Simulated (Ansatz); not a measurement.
GeMe3(OiPr) (C6H16GeO), relaxed as a singlet with RKS PBE-D4/def2-SVP in Ansatz, starting from the GFN2-xTB geometry. Force threshold 0.03 eV/Å.

Start:

```xyz
24

Ge   -0.533    0.428   -1.025
C     0.034    2.326   -0.752
H    -0.125    2.634    0.278
H    -0.535    2.987   -1.397
H     1.089    2.440   -0.987
C    -0.215   -0.240   -2.863
H    -0.833    0.295   -3.577
H    -0.456   -1.297   -2.920
H     0.827   -0.116   -3.142
C    -2.430    0.135   -0.463
H    -2.608   -0.924   -0.304
H    -3.104    0.483   -1.239
H    -2.667    0.666    0.455
O     0.548   -0.640   -0.100
C     1.068   -0.462    1.197
C     2.130   -1.539    1.408
C    -0.022   -0.556    2.260
H     1.547    0.527    1.271
H     1.669   -2.521    1.339
H     2.597   -1.428    2.383
H     2.890   -1.461    0.636
H    -0.738    0.253    2.129
H    -0.547   -1.503    2.161
H     0.412   -0.488    3.254
```

**Question.** Estimate the energy that the relaxation releases and the steps that it takes.

**Answer.** 4.4 kcal/mol, in 6 steps; 8.5 s on 2 threads of AMD EPYC 7R13 on a shared host and a share (18 GiB) of an NVIDIA H100 80GB HBM3. No frequencies were taken in this run, so the end may be a saddle point.

**Question.** Does the start keep its bonding and symmetry?

**Answer.** By distances, no bond broke or formed. The bond that changes most is Ge1–O14, from 1.78 to 1.82 Å (atoms count from 1).

**Question.** Predict the relaxed structure.

**Answer.** 
```xyz
24

Ge   -0.539    0.381   -1.038
C     0.081    2.220   -0.715
H    -0.066    2.516    0.342
H    -0.491    2.924   -1.353
H     1.156    2.317   -0.965
C    -0.267   -0.189   -2.890
H    -0.941    0.364   -3.575
H    -0.480   -1.273   -2.983
H     0.781   -0.011   -3.197
C    -2.418    0.139   -0.502
H    -2.655   -0.942   -0.446
H    -3.093    0.608   -1.248
H    -2.620    0.594    0.487
O     0.520   -0.772   -0.111
C     1.045   -0.483    1.178
C     2.161   -1.494    1.442
C    -0.038   -0.531    2.261
H     1.498    0.542    1.190
H     1.747   -2.523    1.437
H     2.649   -1.313    2.421
H     2.929   -1.433    0.646
H    -0.815    0.242    2.093
H    -0.538   -1.523    2.255
H     0.391   -0.360    3.270
```
Bond lengths: 3 × C–Ge 1.96 to 1.97 Å; 2 × C–C 1.53 Å; 1 × C–O 1.42 Å; 1 × Ge–O 1.82 Å; 16 × C–H 1.11 to 1.12 Å.
